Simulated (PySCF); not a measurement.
Molecule: SMILES C[CH2][AlH][O]C (C3H9AlO). Atoms near the plane z = 1.5 Å, at the B3LYP/def2-SVP optimised geometry (x, y, z in Å): Al1 (-0.4, 0.3, 0.0), H2 (-1.4, 1.6, 0.0), C3 (1.5, 0.3, 0.0), C4 (2.2, 1.7, -0.1), H6 (1.8, -0.2, 0.9), H7 (1.9, 2.4, 0.7), H9 (3.3, 1.6, -0.1), O10 (-1.2, -1.2, 0.0), C11 (-2.5, -1.7, 0.0), H12 (-2.7, -2.3, 0.9), H13 (-3.3, -1.0, 0.0).

Calculation: B3LYP/def2-TZVP (PySCF 2.14.0). The values are rescaled to run from 0 to 1.

```
|                               |
|                               |
|                               |
|                               |
|                               |
|                   :=-.        |
|                  =%@%+.       |
|                  %@@@%:       |
|         .-+=:    %@@@%:       |
|         -#%%=    +@@@#.       |
|        .+%@%+.    =#*-        |
|        .+%%%+.      .         |
|         :=++-.                |
|          .... .....:.         |
|               .::-#%%=        |
|           ... ..:+@@@@=       |
|           :-:.  .*@@@@#       |
|           :--.   +@@@@*       |
|           .--.   .#@@#:       |
|      .==.  .:.    .=-.        |
|     :#@@*   ..                |
|     *@@@@-                    |
|    .%@@@@*                    |
|    .#@@@@#                    |
|     -%@@@+                    |
|      :++-                     |
|                               |
|                               |
|                               |
|                               |
|                               |
```
Scale: ten equal steps from 0.000 (start of ' ') to 1.00 (end of '@'), in the order ' .:-=+*#%@'; x runs from -5.50 to 5.50, y from -5.50 (bottom) to 5.50 (top).

Task: Which quantity is mapped?
(A) deformation density (molecule minus spherical neutral atoms)
(B) electrostatic potential
(C) Laplacian of the electron density
(D) electron localisation function

Result: D, electron localisation function
